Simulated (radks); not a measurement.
Task: Radial electron density D(r) = 4 pi r^2 rho(r) of an atom or ion with 3 electrons. Calculated with a radial shooting solver on a logarithmic mesh with Libxc functionals: non-relativistic Kohn-Sham, PBE, spin-polarised, spherical densities, point nucleus.

r (bohr),D(r) (e/bohr),spin D(r)
0.006908,0.1681,0.00741
0.008437,0.2446,0.0108
0.01022,0.3490,0.0154
0.01249,0.5021,0.0221
0.01513,0.7066,0.0311
0.01848,0.9990,0.0439
0.02239,1.378,0.0604
0.02735,1.898,0.0829
0.03314,2.541,0.110
0.04047,3.371,0.145
0.04904,4.317,0.184
0.0599,5.418,0.226
0.07258,6.504,0.264
0.08864,7.523,0.291
0.1074,8.214,0.294
0.1312,8.429,0.264
0.159,8.008,0.198
0.1942,6.899,0.103
0.2352,5.364,0.0213
0.2873,3.638,0.00429
0.3482,2.263,0.114
0.4252,1.411,0.388
0.5152,1.163,0.764
0.6293,1.242,1.13
0.7625,1.295,1.27
0.9314,1.107,1.10
1.128,0.7361,0.736
1.378,0.3531,0.353
1.67,0.1237,0.124
2.04,0.02695,0.0269
2.472,0.003789,0.00379
3.019,0.0002637,0.000264

What is the nuclear charge?

Result: Z = 8. The innermost maximum, from 1s, lies near 1/Z = 0.125 bohr (found: 0.127), and its height grows with Z. The density is that of the oxygen ion O5+ in [He] 2s1; the configuration itself is not fixed sharply by these data. D(r) has 2 maxima, at r = 0.127, 0.733 bohr, and minima at 0.524 bohr, inside which lie 2.09 electrons.
